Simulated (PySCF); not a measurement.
A PySCF script (with the pyscf-properties extension) for the NMR shieldings of SMILES F[C@H]1C[C@@H]([SiH2][SiH2]P)C1, C4H12FPSi2, on a GFN2-xTB geometry:

```python
import basis_set_exchange as bse
import numpy as np
from pyscf import gto, dft
from pyscf.prop import nmr

atoms = """
F    -3.535716    0.696798    0.597810
C    -2.467999    0.880178   -0.250765
C    -1.099654    0.922985    0.431415
C    -0.584707   -0.103469   -0.599362
Si    0.455651   -1.539380    0.093859
Si    2.426365   -0.604321    0.897096
P     2.718780    1.356942   -0.162076
C    -2.041591   -0.363406   -1.032894
H    -2.708598    1.754060   -0.862562
H    -0.596357    1.887391    0.456208
H    -1.159660    0.522853    1.442511
H    -0.040020    0.411916   -1.395052
H     0.635155   -2.519492   -0.987232
H    -0.334681   -2.205032    1.136435
H     3.601437   -1.471641    0.722764
H     2.422027   -0.240210    2.320047
H     4.071054    1.458473    0.092810
H     2.942298    0.789154   -1.403288
H    -2.462022   -1.265581   -0.593107
H    -2.246910   -0.357540   -2.100982
"""
names = dict.fromkeys(["F", "C", "Si", "P", "H"], "pcSseg-1")
basis = {el: gto.basis.parse(bse.get_basis(n, elements=[el], fmt="nwchem")) for el, n in names.items()}
mol = gto.M(atom=atoms, basis=basis, charge=0, verbose=0)
mf = dft.RKS(mol, xc="PBE0")
mf.grids.level = 2
mf.grids.alignment = dft.numint.BLKSIZE   # the property module wants whole blocks of grid points
mf.conv_tol = 1e-9
mf.kernel()

calc = nmr.RKS(mf)   # GIAO
C = mf.mo_coeff
Co = C[:, mf.mo_occ > 0]
resp = mf.gen_response(singlet=True, hermi=2)
def vind(x):   # induced exchange potential for any number of trial vectors
    d = np.einsum("pi,xij,qj->xpq", C, 2 * x.reshape(-1, C.shape[1], Co.shape[1]), Co, optimize=True)
    return np.einsum("xpq,pi,qj->xij", resp(d - d.transpose(0, 2, 1)), C, Co, optimize=True).ravel()
mo1, _ = nmr.rhf.solve_mo1(calc, with_cphf=vind)
sigma = calc.kernel(mo1)
for i, s in enumerate(sigma):   # ppm
    w = np.linalg.eigvalsh((s + s.T) / 2)
    print("%2d %-2s iso %8.1f  s11 %8.1f  s22 %8.1f  s33 %8.1f" % (i, mol.atom_pure_symbol(i), w.mean(), *w))
```

Question: What are the results?

Answer: 
```
 0 F  iso    346.8  s11    294.9  s22    360.5  s33    384.9
 1 C  iso     97.9  s11     62.9  s22     80.1  s33    150.6
 2 C  iso    149.7  s11    132.8  s22    140.8  s33    175.6
 3 C  iso    180.7  s11    171.1  s22    177.1  s33    193.9
 4 Si iso    412.9  s11    364.4  s22    403.2  s33    471.1
 5 Si iso    446.0  s11    418.8  s22    442.2  s33    477.0
 6 P  iso    627.5  s11    562.9  s22    605.8  s33    713.8
 7 C  iso    149.1  s11    131.7  s22    142.1  s33    173.5
 8 H  iso     26.5  s11     22.4  s22     28.0  s33     29.0
 9 H  iso     28.9  s11     24.4  s22     28.8  s33     33.4
10 H  iso     29.7  s11     26.6  s22     29.9  s33     32.6
11 H  iso     30.5  s11     25.8  s22     30.6  s33     35.1
12 H  iso     27.6  s11     24.2  s22     25.3  s33     33.3
13 H  iso     27.8  s11     24.2  s22     26.5  s33     32.7
14 H  iso     27.5  s11     23.0  s22     25.3  s33     34.2
15 H  iso     27.8  s11     24.6  s22     25.3  s33     33.4
16 H  iso     30.4  s11     24.5  s22     26.6  s33     40.1
17 H  iso     30.8  s11     25.4  s22     28.7  s33     38.5
18 H  iso     29.4  s11     26.0  s22     28.8  s33     33.5
19 H  iso     29.1  s11     25.5  s22     26.6  s33     35.1
```

These numbers come from an equivalent density-fitted implementation of the same equations, which agrees with the script to about 0.01 ppm for H and up to a few tenths of a ppm for heavy atoms, so last digits may differ.

Question: Turn these shieldings into chemical shifts. Scale: 19F (170.95 ppm) vs CFCl3; TMS for 13C (186.93 ppm) and 29Si (349.16 ppm) and 1H (31.72 ppm); 31P (318.38 ppm) vs H3PO4 (reference shieldings calculated alike).

Answer: Averaging equivalent atoms: F 0: -175.8; C 1: 89.0; C 2/7: 37.5; C 3: 6.2; Si 4: -63.7; Si 5: -96.8; P 6: -309.1; H 8: 5.25; H 14/15: 4.08; H 12/13: 3.99; H 9/19: 2.75; H 10/18: 2.16; H 11: 1.23; H 16/17: 1.09 ppm. Unscaled 19F shifts against computed CFCl3 carry errors that often reach 10 to 50 ppm. Experimental scales use liquid or dissolved standards, which lie at an offset from isolated H3PO4.

Size and cost of the density-fitted run: 217 basis functions, 2.3 min wall time on 1 thread of an Intel Xeon, shared host; peak memory 0.98 GiB.
